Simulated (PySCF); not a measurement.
C2H6Si, charge -1, doublet, at a GFN2-xTB geometry (a state made from the parent by changing its charge; the spin is typed, not shown lowest). Base run: MP2/def2-SV(P) run with PySCF.

Here is a job for PySCF.
```python
from pyscf import gto, scf, mp

mol = gto.M(
    atom='''
Si   -0.252154    0.114819    0.678177
C     0.749586    1.260042   -0.459012
H     0.937025    2.212597    0.046029
H     0.231315    1.495635   -1.399976
H     1.731315    0.846503   -0.732357
C    -0.415417   -1.412207   -0.439747
H     0.554275   -1.853356   -0.712893
H    -0.945725   -1.204224   -1.380512
H    -0.983059   -2.191635    0.077780
''',
    basis='def2-sv(p)',
    charge=-1,
    spin=1,
    verbose=4,
)

mf = scf.UHF(mol)
mf.kernel()

pt = mp.MP2(mf)
pt.kernel()
print('E(MP2) = %.10f' % pt.e_tot)
mf.analyze()
```

Each row names what was changed in the base input (with any setting that the change needs).

```tsv
change	ΔE vs base (mEh)	MP2 correlation (Eh)	basis functions	core-seconds (rough)
base	0.000	-0.34815	58	0.9
frozen = 8	59.277	-0.28887	58	1
method = ccsd	-45.640	-0.34815	58	20
frozen = 7	13.213	-0.33494	58	1
method = cisd	1.179	-	58	6
frozen = 6	…	…	58	0.9
method = ccsd(t)	-56.298	-0.34815	58	30
density fitting = JK and correlation	0.052	-0.34812	58	0.8
cart = on	…	…	…	2
```

### Question
Complete the blanks.

### Answer

- frozen = 6, ΔE vs base (mEh): 11.949
- frozen = 6, MP2 correlation (Eh): -0.33620
- cart = on, ΔE vs base (mEh): -28.526
- cart = on, MP2 correlation (Eh): -0.36272
- cart = on, basis functions: 61

Open shells are given as the SCF converged; they aren't shown to be the lowest states, and a large step between rows can be another state.
